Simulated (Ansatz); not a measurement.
Calculated with Ansatz (gas phase, PBE0-D4/def2-TZVP geometries, no zero-point term in ΔE). CCSD(T)/CBS adds triple-zeta CCSD(T) − MP2 to the extrapolated MP2 energy (def2 sets, frozen cores). This one scheme is used for every species. DFT in def2-TZVPP. For Ga outer-core shells are correlated without core-valence functions, which leaves a few kJ/mol of doubt a bond. Scalar relativity is left out up to krypton. One conformer a species, not always the lowest.

Consider the formal exchange of groups at the Si–Ga bond: `C#C[SiH2][GaH2]` + `CCl` → `C#C[SiH2]CCl` + `[GaH3]`.

`C#C[SiH2][GaH2]`:

Cartesian coordinates in Å:
```
C 1.822 0.510 1.788
C 1.061 0.638 0.860
Si -0.114 0.750 -0.532
Ga -1.346 -1.309 -0.825
H 2.496 0.405 2.607
H 0.652 1.085 -1.765
H -1.047 1.880 -0.265
H -1.145 -2.533 0.137
H -2.379 -1.425 -2.006
```

`CCl`:

Cartesian coordinates in Å:
```
C -0.113 0.066 0.064
Cl 1.262 -0.740 -0.712
H 0.122 1.122 0.178
H -0.280 -0.390 1.037
H -0.991 -0.059 -0.566
```

`C#C[SiH2]CCl`:

Cartesian coordinates in Å:
```
C 1.964 -0.048 -1.710
C 1.027 -0.349 -1.014
Si -0.395 -0.791 0.032
C -1.005 0.731 0.954
Cl 0.249 1.321 2.075
H 2.796 0.219 -2.321
H -1.496 -1.291 -0.833
H 0.001 -1.836 1.005
H -1.246 1.543 0.268
H -1.895 0.502 1.543
```

`[GaH3]`:

Cartesian coordinates in Å:
```
Ga -0.001 0.000 0.000
H -0.047 1.561 0.145
H 0.532 -0.882 1.183
H -0.485 -0.679 -1.328
```

```
          species  B2PLYP energy (Eh)
`C#C[SiH2][GaH2]`         -2292.96435
            `CCl`          -499.96809
   `C#C[SiH2]CCl`          -866.67243
         `[GaH3]`         -1926.24960
```

Task: Work out ΔE.

Result: ΔE = (-866.67243) + (-1926.24960) − (-2292.96435) − (-499.96809) = 0.01041 Eh = +27.3 kJ/mol. CCSD(T)/CBS gives +26.9 kJ/mol.

Largest T1 diagnostic among the species: 0.014.

The D4 term adds −3.7 kJ/mol with B3LYP and −2.0 kJ/mol with PBE0; it sums over pairs of atoms, weighted by their polarisabilities, and B3LYP, whose exchange is more repulsive, gets the larger term.

B3LYP here is the variant with VWN-RPA as its local correlation; programs differ in this.
